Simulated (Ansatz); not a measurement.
Compare A (`[CH3][In]([NH2])[GeH3]`) with its isomer B (`C[N]([GeH3])[InH2]`).

Gas-phase electronic energies from Ansatz, PBE0-D4/def2-TZVP geometries. CCSD(T)/CBS adds triple-zeta CCSD(T) − MP2 to the extrapolated MP2 energy (def2 sets, frozen cores). DFT in def2-TZVPP. B3LYP here is the variant with VWN-RPA as its local correlation; programs differ in this. def2 core potentials past Kr. For Ge, In outer-core shells are correlated without core-valence functions, which leaves a few kJ/mol of doubt a bond. Scalar relativity is left out up to krypton. One conformer a species, not always the lowest.

Q: Which isomer does CCSD(T)/CBS put lower? Give the gap. (An estimate is asked.)

A: Ansatz gave: A, by 116.1 kJ/mol.

Q: Give E(B) − E(A) in kJ/mol with ωB97M-V, HF/def2-TZVPP, CCSD/def2-TZVPP, B3LYP-D4, B3LYP, BLYP-D4, B2PLYP. (An estimate is asked.)

A: Computed: ωB97M-V 113.4, HF/def2-TZVPP 103.2, CCSD/def2-TZVPP 108.8, B3LYP-D4 112.6, B3LYP 122.0, BLYP-D4 111.2, B2PLYP 116.0. None reverses the order clearly.

Q: Does the order hold for the free energy at 298.15 K (harmonic terms from PBE0-D4)? (An estimate is asked.)

A: Computed: Yes: G(B) − G(A) = +114.5 kJ/mol, for one conformer each. Modes under 60 cm⁻¹, often nearly free rotors, make the harmonic entropy too high.

Largest T1 diagnostic: 0.015.

From BLYP to BHLYP (50 % exact exchange), in def2-TZVPP and without D4, E(B) − E(A) moves by −8.5 kJ/mol. In def2-TZVPP, CCSD(T) changes the Hartree–Fock value by +4.1 kJ/mol (the triples alone add −1.6 kJ/mol) and MP2 by +9.7 kJ/mol.
